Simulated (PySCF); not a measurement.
# Os (osmium, neutral): UHF calculation

Configuration: [Xe] 4f14 5d6 6s1 7s1, high-spin 7D determinant (an excited configuration). Computed with PySCF 2.14 in aug-cc-pVTZ-PP with ECP60MDF (6s6p5d3f2g, 88 functions), with a scalar-relativistic core potential.

```
Total energy                                                  : -89.919122 hartree
One-electron energy                                           : -152.7780 hartree
Hartree (Coulomb) energy                                      : 71.5407 hartree
Exchange energy                                               : -8.6819 hartree
⟨S²⟩                                                          : 12.0045
⟨L²⟩                                                          : 6.031
Sum of ⟨r⟩                                                    : 31.12 bohr
Sum of ⟨r²⟩                                                   : 121.3 bohr²
Traceless quadrupole moment −½Σ⟨3z² − r²⟩ along its main axis : -0.694 e·bohr²
```

```csv
shell,electrons,mean orbital energy (eV),spread (eV),"rms radius, mean of both spins (bohr)"
5s α,1,-114.30,0,1.09
5s β,1,-108.81,0,1.09
5p α,3,-70.062,1.403,1.27
5p β,3,-62.438,1.020,1.27
5d α,5,-17.425,1.695,1.88
5d β,1,-13.292,0,1.88
6s α,1,-12.927,0,3.01
7s α,1,-2.392,0,8.89
```

Energies and moments cover only the electrons outside the core potential. Spin-orbit coupling, absent here, splits the open shell strongly. The outer electron is Rydberg-like, and this basis confines it to a smaller radius and binds it less than a complete one would.
